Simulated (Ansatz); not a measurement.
`CC(F)(F)CC(F)F` + H–F → `FCC(F)F` + `CC(F)F`  (substitution at a C–C bond)

Gas-phase electronic energies from Ansatz, PBE0-D4/def2-TZVP geometries. CCSD(T)/CBS is the MP2 limit (def2-TZVPP, def2-QZVPP) plus CCSD(T) − MP2 in def2-TZVPP, frozen cores. This one scheme is used for every species. DFT in def2-TZVPP. HSE06 is defined as in plane-wave codes. One conformer a species, not always the lowest.

`CC(F)(F)CC(F)F`:

Cartesian coordinates in Å:
```
C -1.427 -0.617 0.677
C -0.096 0.013 0.971
F -0.283 1.343 1.251
F 0.410 -0.541 2.113
C 0.983 -0.096 -0.088
C 0.697 0.657 -1.361
F 1.805 0.639 -2.144
F -0.298 0.057 -2.069
H -1.889 -0.151 -0.191
H -1.299 -1.681 0.479
H -2.071 -0.488 1.547
H 1.899 0.312 0.343
H 1.157 -1.146 -0.332
H 0.411 1.700 -1.198
```

H–F:

```xyz
2

F    -0.260   -0.348    0.150
H     0.260    0.348   -0.150
```

`FCC(F)F`:

```xyz
8

F    -1.684    0.471    0.311
C    -0.320    0.577    0.403
C     0.321   -0.510   -0.424
F     0.089   -1.721    0.128
F     1.661   -0.305   -0.431
H    -0.017    0.466    1.448
H    -0.009    1.554    0.023
H    -0.041   -0.531   -1.457
```

`CC(F)F`:

```xyz
8

C     0.554   -0.256   -0.495
C    -0.554    0.215    0.396
F    -0.367    1.520    0.732
F    -0.561   -0.497    1.556
H     1.508   -0.137    0.019
H     0.564    0.331   -1.414
H     0.407   -1.307   -0.745
H    -1.551    0.130   -0.049
```

Is it downhill or uphill in electronic energy at CCSD(T)/CBS, and by how much? (Estimate.)

Ansatz gave: Uphill: ΔE = +18.8 kcal/mol.

What do these levels give: LDA (SPW92), HSE06-D4, CAM-B3LYP-D4, PBE, r2SCAN, PBE0, HSE06, LC-ωPBE, HF/def2-SVP, CCSD/def2-SVP, CCSD(T)/def2-SVP, CCSD(T)/def2-TZVPP? (Estimate.)

Computed: LDA (SPW92) 18.4, HSE06-D4 16.2, CAM-B3LYP-D4 14.7, PBE 13.6, r2SCAN 15.5, PBE0 14.7, HSE06 14.7, LC-ωPBE 15.3, HF/def2-SVP 9.6, CCSD/def2-SVP 15.9, CCSD(T)/def2-SVP 16.7, CCSD(T)/def2-TZVPP 17.7 kcal/mol.

What do rigid-rotor, harmonic-oscillator terms from PBE0-D4/def2-TZVP frequencies (298.15 K, 1 bar) make of the CCSD(T)/CBS value? (Best estimate.)

Computed: ΔZPE = +1.7 kcal/mol, ΔH = +19.7 kcal/mol, ΔS = 35 J/(mol·K), ΔG = +17.3 kcal/mol. Modes under 50 cm⁻¹ make the entropy rough.

Largest T1 diagnostic among the species: 0.011.

From PBE to PBE0 (25 % exact exchange), in def2-TZVPP and without D4, ΔE moves by +1.1 kcal/mol. At CCSD(T), def2-SVP lies −2.2 kcal/mol from the extrapolated value and def2-TZVPP −1.1 kcal/mol. In def2-TZVPP, CCSD(T) changes the Hartree–Fock value by +7.9 kcal/mol (the triples alone add +0.9 kcal/mol) and MP2 by +10.0 kcal/mol.
